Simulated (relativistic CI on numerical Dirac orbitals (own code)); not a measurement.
## Electric-dipole transitions in Ho⁶³⁺

Computed by Dirac-Coulomb-Breit CI, KLI orbitals optimised for each configuration, QED by a radiative potential, unscaled Slater integrals (own radial code, finite nucleus).

Configuration list (outside the closed core 1s2): 2s2, 2s.2p, 2p2, 2p.3s, 2p.3p, 2s.3s, 2s.3p, 2s.3d, 2s.4s, 2s.4p, 2s.4d, 2s.4f, 2s.5s, 3s2, 2s.5p, 2s.5d, 2s.5f, 2s.5g, 3s.3p, 3p2. Levels of other configurations are missing.

| λ vac (Å) | Lower | Upper | A (s⁻¹) | E lower (Ry) | E upper (Ry) |
| --- | --- | --- | --- | --- | --- |
| 1.0569 | 2s.2p 3P°_1 [3] | 2s.4d 3D_2 [42] | 3.51e+14 | 12.938 | 875.113 |
| 1.1430 | 2s.2p 3P°_2 [5] | 2s.4d 3D_3 [43] | 3.67e+14 | 80.178 | 877.403 |
| 1.1511 | 2s.2p 1P°_1 [6] | 2s.4d 1D_2 [44] | 3.38e+14 | 86.145 | 877.797 |
| 1.3589 | 2s.2p 3P°_2 [5] | 2p.3p 3D_3 [31] | 3.28e+14 | 80.178 | 750.771 |
| 1.3617 | 2s2 1S_0 [1] | 2s.3p 1P°_1 [20] | 4.54e+14 | 0.000 | 669.194 |
| 1.3626 | 2s.2p 3P°_1 [3] | 2p.3p 3D_2 [26] | 3.08e+14 | 12.938 | 681.697 |
| 1.3802 | 2s.2p 3P°_0 [2] | 2s.3d 3D_1 [21] | 6.55e+14 | 10.687 | 670.907 |
| 1.3843 | 2s.2p 3P°_1 [3] | 2s.3d 3D_2 [22] | 1.06e+15 | 12.938 | 671.249 |
| 1.3850 | 2s.2p 3P°_1 [3] | 2s.3d 3D_1 [21] | 2.99e+14 | 12.938 | 670.907 |
| 1.3992 | 2s.2p 3P°_2 [5] | 2p.3p 3D_2 [30] | 2.32e+14 | 80.178 | 731.472 |
| 1.3995 | 2s.2p 3P°_2 [5] | 2p.3p 3P_1 [29] | 3.72e+14 | 80.178 | 731.338 |
| 1.4059 | 2s2 1S_0 [1] | 2s.3p 3P°_1 [14] | 2.96e+14 | 0.000 | 648.171 |
| 1.4094 | 2s.2p 3P°_1 [3] | 2p.3p 3D_1 [17] | 3.54e+14 | 12.938 | 659.499 |
| 1.4121 | 2s.2p 1P°_1 [6] | 2p.3p 3D_2 [30] | 2.29e+14 | 86.145 | 731.472 |
| 1.5280 | 2s.2p 3P°_2 [5] | 2s.3d 3D_3 [23] | 1.14e+15 | 80.178 | 676.558 |
| 1.5408 | 2s.2p 1P°_1 [6] | 2s.3d 1D_2 [24] | 9.61e+14 | 86.145 | 677.585 |
| 1.5417 | 2s.2p 3P°_2 [5] | 2s.3d 3D_2 [22] | 2.09e+14 | 80.178 | 671.249 |
| 3.0173 | 2s.3p 3P°_2 [19] | 2s.5d 3D_3 [57] | 5.85e+13 | 668.615 | 970.625 |
| 3.0410 | 2s.3d 3D_2 [22] | 2s.5f 3F°_3 [60] | 7.40e+13 | 671.249 | 970.914 |
| 3.0897 | 2s.3d 3D_3 [23] | 2s.5f 3F°_4 [61] | 7.80e+13 | 676.558 | 971.499 |
| 3.0999 | 2s.3d 1D_2 [24] | 2s.5f 1F°_3 [62] | 7.01e+13 | 677.585 | 971.555 |
| 3.9442 | 2s.3s 3S_1 [11] | 2s.4p 3P°_2 [39] | 4.13e+13 | 643.018 | 874.057 |
| 4.0154 | 2s.3p 3P°_1 [14] | 2s.4d 3D_2 [42] | 9.41e+13 | 648.171 | 875.113 |
| 4.0172 | 2s.3p 3P°_0 [13] | 2s.4d 3D_1 [41] | 6.40e+13 | 648.123 | 874.964 |
| 4.3646 | 2s.3p 3P°_2 [19] | 2s.4d 3D_3 [43] | 1.18e+14 | 668.615 | 877.403 |
| 4.3684 | 2s.3p 1P°_1 [20] | 2s.4d 1D_2 [44] | 1.06e+14 | 669.194 | 877.797 |
| 4.4004 | 2s.3d 3D_1 [21] | 2s.4f 3F°_2 [45] | 1.99e+14 | 670.907 | 877.997 |
| 4.4076 | 2s.3d 3D_2 [22] | 2s.4f 3F°_3 [46] | 2.18e+14 | 671.249 | 877.999 |
| 4.4981 | 2s.3d 3D_3 [23] | 2s.4f 3F°_4 [47] | 2.33e+14 | 676.558 | 879.148 |
| 4.5189 | 2s.3d 1D_2 [24] | 2s.4f 1F°_3 [48] | 2.09e+14 | 677.585 | 879.240 |
| 8.7694 | 2s.4p 3P°_1 [38] | 2s.5d 3D_2 [56] | 1.83e+13 | 865.528 | 969.442 |
| 9.4345 | 2s.4p 1P°_1 [40] | 2s.5d 1D_2 [58] | 2.22e+13 | 874.215 | 970.804 |
| 9.4365 | 2s.4p 3P°_2 [39] | 2s.5d 3D_3 [57] | 2.43e+13 | 874.057 | 970.625 |
| 9.4980 | 2s.4d 3D_1 [41] | 2s.5f 3F°_2 [59] | 3.68e+13 | 874.964 | 970.907 |
| 9.5121 | 2s.4d 3D_2 [42] | 2s.5f 3F°_3 [60] | 4.03e+13 | 875.113 | 970.914 |
| 9.6844 | 2s.4d 3D_3 [43] | 2s.5f 3F°_4 [61] | 4.34e+13 | 877.403 | 971.499 |
| 9.7193 | 2s.4d 1D_2 [44] | 2s.5f 1F°_3 [62] | 4.15e+13 | 877.797 | 971.555 |
| 9.7389 | 2s.4f 3F°_2 [45] | 2s.5g 3G_3 [64] | 6.64e+13 | 877.997 | 971.566 |
| 9.7403 | 2s.4f 3F°_3 [46] | 2s.5g 3G_4 [63] | 6.94e+13 | 877.999 | 971.555 |
| 9.8230 | 2s.4f 3F°_4 [47] | 2s.5g 3G_5 [65] | 7.14e+13 | 879.148 | 971.917 |
| 9.8315 | 2s.4f 1F°_3 [48] | 2s.5g 1G_4 [66] | 6.93e+13 | 879.240 | 971.928 |
| 10.441 | 2s.2p 3P°_2 [5] | 2p2 3P_2 [9] | 3.38e+12 | 80.178 | 167.455 |
| 10.578 | 2s2 1S_0 [1] | 2s.2p 1P°_1 [6] | 4.42e+12 | 0.000 | 86.145 |
| 10.657 | 2s.2p 3P°_1 [3] | 2p2 1D_2 [8] | 3.02e+12 | 12.938 | 98.450 |
| 35.601 | 2s.3s 3S_1 [11] | 2s.3p 3P°_2 [19] | 5.24e+11 | 643.018 | 668.615 |

Terms are leading LS components. Brackets give the number of a level in order of energy, since labels repeat. The list gives strong lines, with weight on those to low levels, without lines whose two gauges differ by over a factor of 2.5, among the lowest 66 of 76 levels, so that lines to higher ones, which can be the strongest, are missing. Levels whose partners in the same complex of configurations lie outside the list can be far off, and so can their lines. Rates are taken at the computed energies, electric ones in the length gauge.

At this charge energies of transitions that change n are usually good to better than 1 %, and those within a shell (Δn = 0) to a few per cent.

LS names give the leading component of a level, which can be under half, so a name can repeat, a term be missing and a line seem to break the LS rules.
